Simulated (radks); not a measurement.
Task: Radial electron density D(r) = 4 pi r^2 rho(r) of an atom or ion with 21 electrons. Method: Dirac Kohn-Sham, relativistic LDA (MacDonald-Vosko exchange, VWN5 correlation), spin-unpolarised, spherical densities, finite nucleus; Fermi nuclear charge, rms radius of each element as measured or else 0.836 A^(1/3) + 0.57 fm; computed with a radial shooting solver on a logarithmic mesh with Libxc functionals.

r (bohr),D(r) (e/bohr)
0.003336,1.712
0.004207,2.574
0.005305,3.823
0.00669,5.593
0.008437,8.024
0.01064,11.23
0.01342,15.26
0.01692,19.94
0.02134,24.86
0.02691,29.23
0.03394,32.04
0.0428,32.45
0.05398,30.43
0.06808,27.38
0.08585,25.87
0.1083,27.96
0.1365,32.85
0.1722,36.30
0.2172,33.71
0.2761,24.85
0.3482,16.50
0.4391,13.99
0.5537,15.83
0.6983,15.91
0.8806,11.60
1.111,5.815
1.401,1.937
1.766,0.4090
2.228,0.05132
2.809,0.003455

What is the nuclear charge?

Result: Z = 27. The innermost maximum, from 1s, lies near gamma/Z bohr with gamma = sqrt(1 - (Z/c)^2) = 0.980, here 0.0363 bohr (found: 0.0395), and its height grows with Z. The density is that of the cobalt ion Co6+ in [Ne] 3s1 3p6 3d(3/2: 4, 5/2: 0); the configuration itself is not fixed sharply by these data, and Z only to about a unit. D(r) has 3 maxima, at r = 0.0395, 0.178, 0.629 bohr, and minima at 0.0852, 0.429 bohr, inside which lie 2.11, 10.81 electrons.
